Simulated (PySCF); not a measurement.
A calculated (MN15, PySCF 2.14, dyall-av2z, the non-relativistic Hamiltonian (point nucleus)) atom or ion has these occupied shells.

| shell | electrons | orbital energy (eV) | rms radius, mean of both spins (bohr) |
| --- | --- | --- | --- |
| 1s β | 1 | -8105.7 | 0.0637 |
| 1s α | 1 | -8105.7 | 0.0637 |
| 2s α | 1 | -956.05 | 0.272 |
| 2s β | 1 | -955.95 | 0.272 |
| 2p α | 3 | -846.93 | 0.240 |
| 2p β | 3 | -846.70 | 0.240 |
| 3s α | 1 | -112.09 | 0.825 |
| 3s β | 1 | -111.55 | 0.825 |
| 3p α | 3 | -78.135 | 0.864 |
| 3p β | 3 | -77.268 | 0.864 |
| 3d α | 5 | -16.783 | 1.23 |
| 3d β | 4 | -15.819 | 1.23 |

(1) Name the element and its charge.

Answers

(1) Ni+ (nickel, charge +1), in [Ar] 3d9, 2D determinant.
